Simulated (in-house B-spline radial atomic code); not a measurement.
## Solving the quasi-particle equation for 4d of I VIII (I7+)

Configuration [Kr] 4d10, start HSE06; correlation leaves out the 8 deepest shells. Computed with a B-spline radial code for spherical atoms: all electrons, scalar-relativistic (spin-free one-electron X2C), finite nucleus, each spin shell either full or empty, empty states to l = 9 with an (l + 1/2)⁻⁴ tail; G0W0 by contour deformation at full frequency.

At the mean-field level ε = -142.731 eV the matrix elements are Σx = -55.95 eV, v_xc = -46.76 eV and Σc(ε) = -0.96 eV, and the slope of the correlation self-energy is dΣc/dω = -0.0227. The quasi-particle energy solves E = ε + Σx − v_xc + Σc(E).

What does the linearised equation give?

Z = 1/(1 − dΣc/dω) = 1/1.0227 = 0.9778. The first-order shift is Σx − v_xc + Σc(ε) = -55.95 − (-46.76) + (-0.96) = -10.150 eV, so E ≈ ε + Z × shift = -142.731 + 0.9778 × (-10.150) = -152.656 eV.

How does that compare with the full solution and with static screening?

Solving the equation at full frequency dependence gives E = -152.647 eV, where Σc = -0.726 eV and the weight is 0.976; the linearised value is off by 9 meV. Leaving Z out would give -152.881 eV. Static COHSEX puts -4.180 eV in place of Σc and gives -156.101 eV, 3.45 eV deeper. The tabulated removal energy is 150.81 ± 0.1 eV (NIST, measured); the run leaves out spin-orbit coupling, Breit and QED terms.
